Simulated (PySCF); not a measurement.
**Correlation energy of Sc⁺ (scandium, charge +1)**

[Ar] 3d1 4s1, high-spin 3D determinant. Calculation: PySCF 2.14, in x2c-TZVPall (6s5p4d1f, 48 functions); the spin-free X2C one-electron Hamiltonian (Gaussian nucleus). Frozen: [Ar]; 2 electrons correlated.

Total MP2 correlation energy: -2.69 mhartree.

Same-spin part -2.69 and opposite-spin part 0.00 mhartree; SCS-MP2 scales them by 1/3 and 6/5 to -0.90 mhartree.
